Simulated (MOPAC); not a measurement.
Job for MOPAC: PM6 on C2H9BO (a complex), monomers drawn apart or pushed together.

```
PM6 1SCF PRECISE CHARGE=0 THREADS=1
C2H9BO

B      0.14918511 1     0.22652032 1     1.09459427 1
H      1.28059298 1     0.51303444 1     0.80575931 1
H     -0.68599582 1     1.01994754 1     0.75031255 1
H     -0.14383264 1    -0.93132885 1     0.90094488 1
C     -1.15527512 1     0.19093752 1     3.15958730 1
O      0.14661309 1     0.37882763 1     2.58052018 1
C      1.16128571 1    -0.40903120 1     3.22491760 1
H     -1.10169396 1     0.42283319 1     4.22291214 1
H     -1.48414628 1    -0.83843924 1     3.00325880 1
H     -1.82263892 1     0.87661860 1     2.64885996 1
H      1.17186418 1    -0.16466100 1     4.28674246 1
H      2.10317485 1    -0.14123740 1     2.75855319 1
H      0.95652802 1    -1.47077999 1     3.07333785 1
```

The log:

```
*******************************************************************************
 **                                                                           **
 **                              MOPAC v23.2.5                                **
 **                                                                           **
 *******************************************************************************
 ** MOPAC's Digital Object Identifier: https://doi.org/10.5281/zenodo.6511958 **
 **                                                                           **
 ** Please cite the open-source release paper for use of this MOPAC version:  **
 ** J. E. Moussa and J. J. P. Stewart (2026)                                  **
 ** MOPAC: An open-source semiempirical molecular orbital program             **
 ** J. Open Source Softw., 11(119), 8025, https://doi.org/10.21105/joss.08025 **
 *******************************************************************************

                              PM6 CALCULATION RESULTS

 *******************************************************************************
 *  PM6        - The PM6 Hamiltonian to be used
 *
 *
 *
 *                 CHARGE ON SYSTEM = 0
 *
 *
 *
 *  PRECISE    - TIGHTER CRITERIA TO BE USED
 *  1SCF       - DO 1 SCF AND THEN STOP
 *  THREADS=1  - MULTI-THREADING NOT USED
 *  T=         - A TIME OF 172800.0 SECONDS REQUESTED
 *  DUMP=N     - RESTART FILE WRITTEN EVERY 7200.0 SECONDS REQUESTED
 *******************************************************************************
PM6 1SCF PRECISE CHARGE=0 THREADS=1
 C2H9BO

   ATOM   CHEMICAL          X               Y               Z
  NUMBER   SYMBOL      (ANGSTROMS)     (ANGSTROMS)     (ANGSTROMS)

     1       B          0.14918511  *   0.22652032  *   1.09459427  *
     2       H          1.28059298  *   0.51303444  *   0.80575931  *
     3       H         -0.68599582  *   1.01994754  *   0.75031255  *
     4       H         -0.14383264  *  -0.93132885  *   0.90094488  *
     5       C         -1.15527512  *   0.19093752  *   3.15958730  *
     6       O          0.14661309  *   0.37882763  *   2.58052018  *
     7       C          1.16128571  *  -0.40903120  *   3.22491760  *
     8       H         -1.10169396  *   0.42283319  *   4.22291214  *
     9       H         -1.48414628  *  -0.83843924  *   3.00325880  *
    10       H         -1.82263892  *   0.87661860  *   2.64885996  *
    11       H          1.17186418  *  -0.16466100  *   4.28674246  *
    12       H          2.10317485  *  -0.14123740  *   2.75855319  *
    13       H          0.95652802  *  -1.47077999  *   3.07333785  *



          CARTESIAN COORDINATES

    NO.       ATOM           X           Y           Z

     1         B          0.1492      0.2265      1.0946
     2         H          1.2806      0.5130      0.8058
     3         H         -0.6860      1.0199      0.7503
     4         H         -0.1438     -0.9313      0.9009
     5         C         -1.1553      0.1909      3.1596
     6         O          0.1466      0.3788      2.5805
     7         C          1.1613     -0.4090      3.2249
     8         H         -1.1017      0.4228      4.2229
     9         H         -1.4841     -0.8384      3.0033
    10         H         -1.8226      0.8766      2.6489
    11         H          1.1719     -0.1647      4.2867
    12         H          2.1032     -0.1412      2.7586
    13         H          0.9565     -1.4708      3.0733

 General Reference for PM6:
 "Optimization of Parameters for Semiempirical Methods V: Modification of NDDO Approximations
 and Application to 70 Elements", J. J. P. Stewart, J. Mol. Mod., 13, 1173-1213 (2007)
 URL: https://link.springer.com/article/10.1007/s00894-007-0233-4

           Empirical Formula: C2 H9 O B  =    13 atoms



      MOLECULAR POINT GROUP   :   Cs


      RHF CALCULATION, NO. OF DOUBLY OCCUPIED LEVELS = 13


 -------------------------------------------------------------------------------
 PM6 1SCF PRECISE CHARGE=0 THREADS=1
 C2H9BO



     1SCF WAS SPECIFIED, SO BFGS WAS NOT USED
     SCF FIELD WAS ACHIEVED


                              PM6 CALCULATION
                                                       MOPAC v23.2.5 Linux




          FINAL HEAT OF FORMATION =        -38.79004 KCAL/MOL =    -162.29754 KJ/MOL


          COSMO AREA              =        111.92 SQUARE ANGSTROMS
          COSMO VOLUME            =         99.28 CUBIC ANGSTROMS

          IONIZATION POTENTIAL    =          9.998050 EV
          HOMO LUMO ENERGIES (EV) =         -9.998  0.069
          NO. OF FILLED LEVELS    =         13
          MOLECULAR WEIGHT        =         59.9025         POINT GROUP:  Cs

          MOLECULAR DIMENSIONS (Angstroms)

            Atom       Atom       Distance
            H    11    H     3     4.16669
            H     2    H     8     3.72653
            H     4    H     2     1.69800


          SCF CALCULATIONS        =          1





   ATOM   CHEMICAL          X               Y               Z
  NUMBER   SYMBOL      (ANGSTROMS)     (ANGSTROMS)     (ANGSTROMS)

     1       B          0.14918511  *   0.22652032  *   1.09459427  *
     2       H          1.28059298  *   0.51303444  *   0.80575931  *
     3       H         -0.68599582  *   1.01994754  *   0.75031255  *
     4       H         -0.14383264  *  -0.93132885  *   0.90094488  *
     5       C         -1.15527512  *   0.19093752  *   3.15958730  *
     6       O          0.14661309  *   0.37882763  *   2.58052018  *
     7       C          1.16128571  *  -0.40903120  *   3.22491760  *
     8       H         -1.10169396  *   0.42283319  *   4.22291214  *
     9       H         -1.48414628  *  -0.83843924  *   3.00325880  *
    10       H         -1.82263892  *   0.87661860  *   2.64885996  *
    11       H          1.17186418  *  -0.16466100  *   4.28674246  *
    12       H          2.10317485  *  -0.14123740  *   2.75855319  *
    13       H          0.95652802  *  -1.47077999  *   3.07333785  *

                             CARTESIAN COORDINATES

   1    B        0.149185110     0.226520320     1.094594270
   2    H        1.280592980     0.513034440     0.805759310
   3    H       -0.685995820     1.019947540     0.750312550
   4    H       -0.143832640    -0.931328850     0.900944880
   5    C       -1.155275120     0.190937520     3.159587300
   6    O        0.146613090     0.378827630     2.580520180
   7    C        1.161285710    -0.409031200     3.224917600
   8    H       -1.101693960     0.422833190     4.222912140
   9    H       -1.484146280    -0.838439240     3.003258800
  10    H       -1.822638920     0.876618600     2.648859960
  11    H        1.171864180    -0.164661000     4.286742460
  12    H        2.103174850    -0.141237400     2.758553190
  13    H        0.956528020    -1.470779990     3.073337850


           Empirical Formula: C2 H9 O B  =    13 atoms



      MOLECULAR POINT GROUP   :   Cs


                  EIGENVALUES
 -32.71915 -26.97993 -25.45285 -20.71925 -18.27864 -17.75818 -15.22483 -14.75231
 -14.15083 -13.93471 -12.21160 -10.31133  -9.99805   0.06886   2.65589   2.88804
   4.54305   4.57308   4.64785   4.72780   4.86473   5.23449   5.28796   6.47735
   6.51928


              NET ATOMIC CHARGES AND DIPOLE CONTRIBUTIONS

  ATOM NO.   TYPE          CHARGE      No. of ELECS.   s-Pop       p-Pop
    1          B          -0.703891        3.7039     1.13197     2.57192
    2          H           0.095502        0.9045     0.90450
    3          H           0.095461        0.9045     0.90454
    4          H           0.072130        0.9279     0.92787
    5          C          -0.213281        4.2133     1.10702     3.10626
    6          O          -0.100061        6.1001     1.73382     4.36624
    7          C          -0.213286        4.2133     1.10702     3.10627
    8          H           0.147748        0.8523     0.85225
    9          H           0.153305        0.8467     0.84669
   10          H           0.182656        0.8173     0.81734
   11          H           0.147759        0.8522     0.85224
   12          H           0.182680        0.8173     0.81732
   13          H           0.153279        0.8467     0.84672
 DIPOLE           X         Y         Z       TOTAL
 POINT-CHG.    -0.450    -1.216     4.802     4.974
 HYBRID         0.005     0.057     0.342     0.347
 SUM           -0.445    -1.159     5.144     5.292


          ATOMIC ORBITAL ELECTRON POPULATIONS

     Atom    s        px        py        pz
    1  B   1.13197   1.04502   1.02925   0.49765
    2  H   0.90450
    3  H   0.90454
    4  H   0.92787
    5  C   1.10702   0.83973   1.17400   1.09253
    6  O   1.73382   1.27471   1.66762   1.42391
    7  C   1.10702   0.96870   1.06141   1.07616
    8  H   0.85225
    9  H   0.84669
   10  H   0.81734
   11  H   0.85224
   12  H   0.81732
   13  H   0.84672

 **********************
 *                    *
 * JOB ENDED NORMALLY *
 *                    *
 **********************




 == MOPAC DONE ==
```

The run finished.

Cost: roughly 0.03 core-seconds.
